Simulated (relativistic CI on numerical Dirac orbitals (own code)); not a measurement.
# C5+: sensitivity of the levels to the model

Base calculation: Dirac-Coulomb-Breit CI, orbitals from a KLI potential per configuration, QED by a radiative potential.

CI space: 1s, 2s, 2p, 3s, 3p, 3d, 4s, 4p, 4d, 4f, 5s, 5p, 5d, 5f, 5g, 6s, 6p, 6d. Levels of other configurations are missing.

Variants: (1) QED terms removed; (2) non-relativistic limit. Shifts of the energy above 1s 2S_1/2, in eV, for the lowest level and the first level of each name with at least 55 % of one term (blank where a level changes its place among those of its configuration and J or its character, or is not in the variant):

| Level | Base | Δ(1) | Δ(2) |
| --- | --- | --- | --- |
| 1s 2S_1/2 | 0.000 | 0.000 | 0.000 |
| 2p 2P°_1/2 | 367.474 | +0.024 | -0.137 |
| 2s 2S_1/2 | 367.477 | +0.021 | -0.140 |
| 2p 2P°_3/2 | 367.533 | +0.024 | -0.196 |
| 3p 2P°_1/2 | 435.547 | +0.024 | -0.185 |
| 3s 2S_1/2 | 435.548 | +0.023 | -0.186 |
| 3d 2D_3/2 | 435.564 | +0.024 | -0.202 |
| 3p 2P°_3/2 | 435.564 | +0.024 | -0.202 |
| 3d 2D_5/2 | 435.570 | +0.024 | -0.208 |
| 4p 2P°_1/2 | 459.370 | +0.024 | -0.199 |
| 4s 2S_1/2 | 459.370 | +0.024 | -0.199 |
| 4d 2D_3/2 | 459.377 | +0.024 | -0.206 |
| 4p 2P°_3/2 | 459.377 | +0.024 | -0.206 |
| 4f 2F°_5/2 | 459.380 | +0.024 | -0.209 |
